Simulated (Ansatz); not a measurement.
The molecule YCl, multiplicity 3 (an upper state: multiplicity 1 came lower at CCSD(T)/def2-TZVPP on PBE0 minima). No spin–orbit coupling.

The constants come from a fifth-degree fit in 1/R (seven points, main isotopes). Runs in def2 and cc sets follow the lowest solution found near the PBE0 minimum.

Programs: Ansatz (Gaussian basis) for Hartree–Fock, density functionals and correlated methods. Each number belongs to the level named beside it. In def2 rows elements past Kr take small-core potentials, without spin–orbit coupling.

```tsv
level	r_e (Å)	ω_e (cm⁻¹)	α_e (cm⁻¹)	ω_e x_e (cm⁻¹)	dipole (D)
PBE/def2-TZVPP	2.429	348	0.00050	1.1	3.89
PBE0/def2-TZVPP	2.431	350	0.00049	1.1	4.13
wB97X-V/def2-TZVPP	2.454	344	0.00048	1.0	4.13
CCSD/def2-TZVPP	2.466	343	0.00047	1.0	-
CCSD(T)/def2-TZVPP	2.460	345	0.00048	1.1	-
```

Correlated levels freeze the inner cores; with def2 sets outer-core shells near the valence are correlated too.

Ansatz is a first-principles code.
